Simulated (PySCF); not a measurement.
Tl₂ and its ions

CAM-B3LYP; PySCF, scalar-relativistic core potentials, basis sets Tl def2-SVP with ECP60. Neutral (UKS): triplet (σ ↑, π ↑), Re = 3.115 Å, ωe = 85.5 cm⁻¹, De = 0.99 eV, HOMO -4.60 eV, LUMO -1.54 eV.

Tl₂⁺ (UKS): doublet (σ ↑), Re = 3.645 Å, ωe = 51.1 cm⁻¹, De = 1.32 eV to Tl⁺ + Tl. The energies at the minima are -344.95613 hartree for Tl2 and -344.76585 for Tl₂⁺.

Task: Work out the adiabatic ionisation energy, without and with harmonic zero-point energies (1 hartree = 27.2114 eV, 1 eV = 8065.5 cm⁻¹), and the change of the bond length.

Result: At CAM-B3LYP: 0.19028 hartree = 5.178 eV between the minima; the zero-point term (51.1 − 85.5)/2 cm⁻¹ = -0.002 eV makes it 5.176 eV. Re changes by +53.0 pm against the neutral. The electron leaves a π orbital, and the ion is left as a loose complex of an ion and an atom.

These are scalar-relativistic numbers at best; spin–orbit coupling would shift them, the dissociation energy most. States were picked by a PBE0 search and need not be the measured ground states.
